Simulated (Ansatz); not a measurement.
Basis-set extrapolation for C$_{3}$H$_{8}$Si$_{2}$ (`CC1=C[SiH2][SiH2]1`) (PBE0-D4/def2-TZVP geometry, frozen core, Ansatz 0.2.0). Multiplicity 1, RHF reference.

```
                      def2-TZVPP   def2-QZVPP
                 HF  -696.153099  -696.175926
    MP2 correlation    -0.733718    -0.782518
CCSD(T) correlation    -0.827878      not run
```

Energies in hartree. Use E(X) = E(∞) + A·exp(−7.88·√X) for Hartree–Fock and E(X) = E(∞) + B·X^(−2.97) for correlation, with X = 3 and 4, and add CCSD(T) minus MP2 of the smaller set to the MP2 limit.

Task: What is the CCSD(T) energy at the basis-set limit?

Result: HF limit: -696.175926 + (-0.022827) × 0.13774 = -696.17907. MP2 limit: -0.782518 + (-0.048800) × 0.74074 = -0.81867. Higher-order term: -0.827878 − (-0.733718) = -0.09416. Total: -697.09190 hartree, 291.2 kJ/mol below CCSD(T)/def2-TZVPP.
